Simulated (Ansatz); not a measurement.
```yaml
crystal:
  periodic: [false, false, false]
  atoms:
    - {symbol: Tc, position_ang: [-0.000002, 0.000000, -0.000017]}
    - {symbol: S, position_ang: [0.010282, -0.017045, 2.121982]}
    - {symbol: S, position_ang: [1.997277, 0.010294, -0.716986]}
    - {symbol: S, position_ang: [-1.007751, 1.736007, -0.688512]}
    - {symbol: S, position_ang: [-0.999816, -1.729266, -0.716468]}
basis:
  gaussian: {orbitals: def2-TZVPP, point_charges: [{charge: -1.00, position_ang: [6.008, 0.384, 0.246]}]}
total_charge: -2
magnetization: {spin_polarized: true, initial_magnetization: 1}
hamiltonian: {xc: {name: RPBE}, dispersion: d3bj}
scf: {omitted_lower_state_checks: [starts]}
output: {forces: true}
```

```sh
$ ansatz run in.yaml --threads 2 --pin off --events-out ev --progress --plain --max-ram 4352MiB
```

Shortened log:

```
Functional definition: RPBE
1466 factors; their error is unknown
mean field evaluation 1: about -45525.1784 eV, gradient 5.8e1 eV
mean field evaluation 2: about -45258.4970 eV, gradient 2.5e2 eV
mean field evaluation 4: about -45492.0574 eV, gradient 9.4e1 eV
mean field evaluation 8: about -45540.3480 eV, gradient 1.0e-1 eV
mean field evaluation 16: about -45540.3554 eV, gradient 3.1e-2 eV
mean field evaluation 32: about -45540.3580 eV, gradient 8.6e-6 eV
mean field -45540.35802572 eV, -1673.5772890819 hartree, gradient 8.6e-6 eV, S^2 0.753546; 0 other end points of the search recorded, 0 dependent functions left out
reference -45540.35807589 eV, -1673.5772909254 hartree; 41, 40 occupied and 183, 184 virtual orbitals, 1466 factors
Total energy: -45543.54108843 eV, -1673.6942644788 hartree
Atom 0 at    -0.000002     0.000000    -0.000017 Å, force     0.568788     0.019600    -0.319135 eV/Å
Atom 1 at     0.010282    -0.017045     2.121982 Å, force    -0.025814    -0.021721     1.716378 eV/Å
Atom 2 at     1.997277     0.010294    -0.716986 Å, force     0.613761    -0.016436    -0.262505 eV/Å
Atom 3 at    -1.007751     1.736007    -0.688512 Å, force    -0.922226     1.467378    -0.575326 eV/Å
Atom 4 at    -0.999816    -1.729266    -0.716468 Å, force    -0.922791    -1.495778    -0.607664 eV/Å
Dipole moment:     0.678435     0.034273    -0.065003 e Å
Checks for a lower state left out: starts
```

It took 58 s on 2 threads of Arm Neoverse N1 on a shared host, peak host memory 0.72 GiB.

In the def2 sets Tc takes a core potential; there is no spin–orbit coupling. A multiply charged anion in the gas phase is held together partly by the finite basis. The highest occupied level of an anion often lies above zero with these methods, and sets without diffuse functions describe the outer electron poorly.

The dipole of an ion depends on the origin.
